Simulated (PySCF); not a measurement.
**Correlation energy of Br³⁺ (bromine, charge +3)**

[Ar] 3d10 4s2 4p2, high-spin 3P determinant. Computed with PySCF 2.14 in def2-TZVP, with no relativity, point nucleus. Frozen: [Ar] 3d10; 4 electrons correlated.

MP2 pair energies summed by pair of shells (mhartree):

| pair | energy | share (%) |
| --- | --- | --- |
| 4s-4p | -38.04 | 63.1 |
| 4s-4s | -16.31 | 27.0 |
| 4p-4p | -5.96 | 9.9 |

Total MP2 correlation energy: -60.30 mhartree.

Same-spin part -9.60 and opposite-spin part -50.70 mhartree; SCS-MP2 scales them by 1/3 and 6/5 to -64.05 mhartree.

```json
{"level": "CCSD", "correlation energy (mhartree)": "-77.12"}
{"level": "(T)", "correlation energy (mhartree)": "-1.48"}
{"level": "CCSD(T)", "correlation energy (mhartree)": "-78.60"}
```

Diagnostics: T1 = 0.0059, D1 = 0.0158, largest double amplitude 0.096.

**Question.** Is a single reference adequate?

**Answer.** Mostly. T1 lies below 0.03, but a double amplitude of this size points to a near-degeneracy that CCSD handles and MP2 describes poorly.
